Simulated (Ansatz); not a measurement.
`BN[SiH2]Cl` → B• + Cl• + 5 H• + N• + Si•  (atomization)

Isolated molecules relaxed with PBE0-D4/def2-TZVP in Ansatz; ΔE leaves out vibrations. CBS: MP2 limit from def2 TZ/QZ plus the TZ coupled-cluster correction, frozen cores. This one scheme is used for every species, atoms too. DFT in def2-TZVPP. Open shells (•) are unrestricted, without spin–orbit coupling. Spin–orbit coupling would lower the free atoms: a little for B, Cl, Si. Each species was taken in one conformer, which may not be the lowest.

`BN[SiH2]Cl`:

Cartesian coordinates in Å:
```
B 1.023 -1.202 -0.104
N 0.575 0.051 0.342
Si -0.867 0.850 -0.179
Cl -2.310 0.798 1.284
H 0.375 -1.786 -0.923
H 2.038 -1.657 0.335
H 1.134 0.519 1.043
H -0.589 2.282 -0.430
H -1.378 0.145 -1.369
```

```
         level  ΔE (kJ/mol)
     r2SCAN-D4       3099.5
MP2/def2-TZVPP       3046.5
```

Question: What does CCSD(T)/CBS give? (Best estimate.)

Answer: The calculation gave: +3093.0 kJ/mol. The listed levels differ from it by 6.5, -46.5 kJ/mol.

Largest T1 diagnostic among the species: 0.014.

From PBE to PBE0 (25 % exact exchange), in def2-TZVPP and without D4, ΔE moves by −27.6 kJ/mol: exact exchange takes away binding that semilocal exchange gives to molecules. Leaving LDA and LC-ωPBE aside and taking each functional with its dispersion term where it has one, the values, not all of them listed here, spread over 69.1 kJ/mol, from BHLYP-D4 to CAM-B3LYP-D4. LDA lies +370.0 kJ/mol from PBE without D4, its usual overbinding.

For atomizations the MP2-based limit and the directly extrapolated one differ by several kJ/mol either way, and by 10 to 25 for some Ge, Se and Sn compounds, so smaller differences from it don't rank the levels.
